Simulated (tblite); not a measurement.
C4H4F4O2.
Atom-mapped SMILES: `[F:1][C@@H:2]1[CH2:3][O:4][C@@H:5]1[O:6][C:7]([F:8])([F:9])[F:10]` (hydrogens: H11 on C2; H12, H13 on C3; H14 on C5)

Computed with GFN2-xTB (tblite), gas phase: Langevin dynamics at 400 K from the optimised GFN2-xTB geometry, time step 0.5 fs, friction 0.01 fs⁻¹, 2000 steps.

Start geometry:
```
atom  x, y, z in Å
F1     -1.303    1.521    1.476
C2     -1.354    0.810    0.326
C3     -1.782   -0.657    0.447
O4     -0.591   -1.061   -0.250
C5     -0.024    0.219   -0.178
O6      0.976    0.332    0.823
C7      2.172   -0.161    0.525
F8      2.192   -1.482    0.333
F9      2.696    0.375   -0.593
F10     3.011    0.106    1.514
H11    -1.890    1.406   -0.417
H12    -1.790   -1.019    1.477
H13    -2.685   -0.958   -0.083
H14     0.371    0.567   -1.140
```

The statistics below take the 31 frames saved every 25 fs from 250 to 1000 fs; their kinetic temperature (all 3N coordinates) averages 407 K.

**Question.** Give the mean, spread and extremes of the bond lengths.

**Answer.** 
```tsv
bond	start (Å)	mean (Å)	standard deviation (Å)	shortest (Å)	longest (Å)
F1–C2	1.353	1.354	0.028	1.304	1.410
C2–C3	1.533	1.551	0.052	1.438	1.644
C3–O4	1.437	1.444	0.033	1.386	1.538
O4–C5	1.402	1.401	0.036	1.342	1.507
C5–O6	1.420	1.428	0.040	1.355	1.494
O6–C7	1.327	1.329	0.023	1.294	1.390
C7–F8	1.335	1.350	0.040	1.271	1.477
C7–F9	1.346	1.347	0.039	1.279	1.460
C7–F10	1.325	1.326	0.031	1.271	1.422
C2–C5	1.541	1.556	0.034	1.497	1.635
C2–H11	1.093	1.096	0.030	1.035	1.147
C3–H12	1.092	1.093	0.042	0.989	1.185
C3–H13	1.089	1.100	0.046	1.017	1.175
C5–H14	1.096	1.102	0.034	1.044	1.164
```

**Question.** How widely does the potential energy scatter, against a harmonic estimate?

**Answer.** Mean 0.73 eV above the start, standard deviation 0.136 eV, range 0.44 to 0.97 eV. For 36 classical harmonic modes at 400 K the canonical values are 36kT/2 = 0.62 eV and kT·√(36/2) = 0.146 eV.

The run is classical and short, so these are rough statistics of one trajectory.

The cost below is that of the whole dynamics run. Time: 7.1 s wall; peak memory 0.18 GiB. Hardware: an AMD EPYC 9B45 with one thread, shared host.
